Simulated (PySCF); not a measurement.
Species: 1,5-dimethylimidazole, C₅H₈N₂.
Z-matrix (Å and degrees, GFN2-xTB geometry), rows numbered from 1:
```
C 
C   1  1.4843
C   2  1.3678  1  131.90
N   3  1.3587  2  110.41  1  -179.98
C   4  1.3024  3  105.56  2    -0.01
N   5  1.3555  4  112.26  3     0.01
C   6  1.4333  2  126.21  1    -0.05
H   1  1.0861  2  109.46  3    -0.04
H   1  1.0908  2  110.95  3   119.90
H   1  1.0908  2  110.99  3  -119.96
H   3  1.0715  2  128.60  1     0.04
H   5  1.0722  4  124.98  3  -180.00
H   7  1.0888  6  109.21  2   179.72
H   7  1.0928  6  110.61  2    59.81
H   7  1.0928  6  110.63  2   -60.41
```

A PySCF run (density fitting, gas phase, GFN2-xTB geometry) gave HOMO -5.18 eV, LUMO -0.57 eV, dipole 4.21 D and E = -304.807 Eh.

Question: Which of these levels was it?
A. OPBE/6-311+G(2d,p)
B. PBE0/6-31G
C. PBE0/pcseg-1

Answer: A. It is OPBE/6-311+G(2d,p). All candidates on this geometry:

```json
{"level and settings": "OPBE/6-311+G(2d,p), energy threshold 1e-06 Eh", "kind": "GGA", "basis functions": "237", "SCF cycles": "9", "E (Eh)": "-304.8075", "HOMO (eV)": "-5.18", "LUMO (eV)": "-0.57", "dipole (D)": "4.21"}
{"level and settings": "PBE0/pcseg-1", "kind": "global hybrid", "basis functions": "138", "SCF cycles": "13", "E (Eh)": "-304.4290", "HOMO (eV)": "-6.27", "LUMO (eV)": "0.93", "dipole (D)": "4.45"}
{"level and settings": "PBE0/6-31G", "kind": "global hybrid", "basis functions": "79", "SCF cycles": "14", "E (Eh)": "-304.3900", "HOMO (eV)": "-6.16", "LUMO (eV)": "1.25", "dipole (D)": "4.61"}
```

The nearest other candidate, by the summed differences of HOMO and LUMO, is PBE0/pcseg-1: its HOMO differs by -1.09 eV and its LUMO by +1.50 eV. Cycle counts include a coarse-grid stage where the run had one. All basis functions are spherical, in the Pople sets too.
